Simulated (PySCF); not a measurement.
System: methylborane, CH₅B, net charge 0, singlet state. 
Geometry from a B3LYP-D3(BJ)/def2-TZVP (Ansatz) optimisation:
SMILES: BC
```xyz
7

B      0.8690    -0.0191     0.0480
C     -0.6804     0.0301    -0.0086
H      1.4362    -0.9603     0.5159
H      1.5284     0.8539    -0.4310
H     -1.1090     1.0318    -0.0666
H     -0.9283    -0.4579    -0.9677
H     -1.1895    -0.5528     0.7605
```

Dispersion corrections to the total energy (kcal/mol) from the dftd3 and dftd4 libraries through PySCF: D3(BJ) without and D4 with the three-body term, each with the damping fitted for the functional named.

```json
[
 {"functional": "TPSS", "D3(BJ)": "(withheld)", "D4": "-1.92"},
 {"functional": "PBE0", "D3(BJ)": "-1.40", "D4": "-1.16"},
 {"functional": "B2GP-PLYP", "D3(BJ)": "-0.90", "D4": "(withheld)"},
 {"functional": "HF", "D3(BJ)": "-16.40", "D4": "(withheld)"},
 {"functional": "TPSSh", "D3(BJ)": "-1.88", "D4": "-1.73"},
 {"functional": "PW6B95", "D3(BJ)": "-0.72", "D4": "-1.27"},
 {"functional": "BP86", "D3(BJ)": "-2.47", "D4": "-1.78"}
]
```

### Question
What belongs in the gaps?

### Answer

- TPSS, D3(BJ): -2.09
- B2GP-PLYP, D4: -0.56
- HF, D4: -6.05
